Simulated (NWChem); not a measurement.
Correlation energy of C2HCl2

SMILES: Cl/[C]=C/Cl
```xyz
5

Cl    -2.1708    -0.0609     0.0000
C     -0.5402     0.2739     0.0000
C      0.5526    -0.4664     0.0000
Cl     2.1351     0.2207     0.0000
H      0.5320    -1.5626     0.0000
```
Charge 0, spin multiplicity 2.

The numbers come from NWChem runs, not from measurements. All single points use one geometry, from UPBE0/def2-SVP, a minimum by its harmonic frequencies.

Basis set: STO-3G. Each correlation energy counts from its own Hartree-Fock reference.

| method | correlation energy (mHa) | remark |
|---|---|---|
| CCSD[T] on UHF | -144.0 | spin-contaminated |
| CCSDT on ROHF | -161.2 | - |
| CCSD on ROHF | -158.3 | - |
| CCSD on UHF | -141.1 | spin-contaminated |
| CCSD(T) on UHF | -143.5 | spin-contaminated |
| UMP2 | -94.2 | spin-contaminated |
| CCSD(T) on ROHF | -160.8 | - |
| CCSD[T] on ROHF | -161.2 | - |
| SCS-UMP2 | -98.2 | spin-contaminated |

The values span 67.0 mHa, from CCSDT on ROHF (lowest) to UMP2 (highest). 

The correlated methods keep 12 core orbitals frozen. The structure started from a generated list of species. The unpaired electrons of the parent sit in orbitals of symmetry a' (Cs labels of the run); other states weren't searched. The stability of the SCF solutions was not checked. Open-shell Hartree-Fock references start from PBE0 orbitals. Coupled-cluster values serve here as a point of comparison, not as the truth.
